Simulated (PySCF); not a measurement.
Positional isomers: trisilane boryl. All species are isolated molecules in the gas phase. One relaxed conformer stands for each flexible species; it need not be the lowest. Strings in code marks are SMILES.

Quantity: vertical ionisation energy (energy after one electron is removed minus that of the parent at the parent's geometry), in eV.

Level 1: PBE-D3(BJ)/def2-TZVP // PBE0-D3(BJ)/def2-TZVP (PySCF)
Level 2: PBE/6-31G* // PBE0-D3(BJ)/def2-TZVP (PySCF)
Level 3: minus the HOMO energy of B3LYP/6-31G* // PBE0-D3(BJ)/def2-TZVP (PySCF)
Level 4: HF/6-31G* // PBE0-D3(BJ)/def2-TZVP (PySCF)

```tsv
species	level 2	level 3	level 4
`B[SiH2][SiH2][SiH3]`	9.11	7.32	8.79
```

Problem. What does level 1 give for each?

Solution. 
- `B[SiH2][SiH2][SiH3]`: 9.15
